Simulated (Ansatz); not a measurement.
Cartesian coordinates in Å:
```
C 0.177 1.729 1.133
O 1.021 0.614 0.937
Ge 0.309 -0.969 0.633
O -0.912 -1.356 1.841
O -0.626 -0.931 -0.870
C -0.002 -0.551 -2.077
H 0.812 2.598 1.320
H -0.440 1.936 0.250
H -0.484 1.590 1.995
H 1.473 -1.957 0.633
H -1.790 -1.355 1.450
H 0.759 -1.276 -2.390
H 0.472 0.435 -2.003
H -0.769 -0.507 -2.853
```

The species carries charge 0 and has multiplicity 1.

List the r2SCAN/def2-TZVPP orbital energies in eV (Ansatz 0.2.0). (Best estimate.)

Computed: Occupied: -10835.03, -1349.99, -1200.05, -1200.04, -1200.04, -515.82, -515.80, -515.73, -274.36, -274.20, -168.36, -118.08, -118.06, -118.01, -31.59, -31.55, -31.37, -31.29, -31.28, -26.69, -25.97, -25.71, -17.76, -17.45, -14.37, -12.53, -12.01, -11.57, -11.35, -11.13, -11.01, -9.95, -8.98, -8.25, -7.76, -7.38, -6.92, -6.82. Lowest empty: 0.01, 0.58, 1.01, 1.54, 2.32, 2.40, 2.94, 3.24.
